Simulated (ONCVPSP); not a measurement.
Ranking ONCV potentials for potassium

All share these settings but for the change named:

| Property | Result |
| --- | --- |
| Element | potassium (K) |
| Generator | ONCVPSP 4.0.1 |
| Type | optimised norm-conserving Vanderbilt (ONCV) |
| Functional | PBEsol |
| Relativity | scalar-relativistic |
| Frozen core | [Ne] |
| Valence charge | 9 |
| Reference configuration | 3s2 3p6 4s0.5 (charge +0.5) |
| Partial waves | 3s+4s: rc 2.00 bohr, ncon 5, nbas 8, qcut 7.5 1/bohr, 2 projectors; 3p: rc 2.10 bohr, ncon 3, nbas 7, qcut 6 1/bohr, 2 projectors, debl 1.1 Ha; d scattering state at 0.03 Ha: rc 2.05 bohr, ncon 4, nbas 8, qcut 4.5 1/bohr, 2 projectors, debl 3.2 Ha |
| Local potential | polynomial inside 1.70 bohr (lpopt 3, dvloc0 0 Ha) |
| Core correction | Teter function, fcfact 2, rcfact 1.75 |

In the d channel the program set the typed energies aside and used 0.050, 3.250 Ha.

Test errors are all-electron minus pseudo excitation energies from the reference, over 3s2 3p6 4s1; 3s2 3p6 4s0; 3s2 3p6 4s0 4p1; 3s2 3p6 3d1 4s0. None of these files shows a bound ghost.

The base gives 0.4 meV.

Of 8 variants that were run, those that failed, showed a ghost or another fault, or gave nearly equal values are left out.

A variant can come out equal or close to the base, since the largest error may sit in a test that the change hardly touches while other tests move.

**Question.** Rank these variants by their largest absolute test error, smallest first.
A. local potential polynomial inside 1.25 bohr (lpopt 5, dvloc0 0 Ha)
B. functional LDA (Perdew-Zunger)
C. core correction none
D. d: rc 2.5

**Answer.** A (0.1 meV), C (0.3 meV), B (0.4 meV), D (1.6 meV).
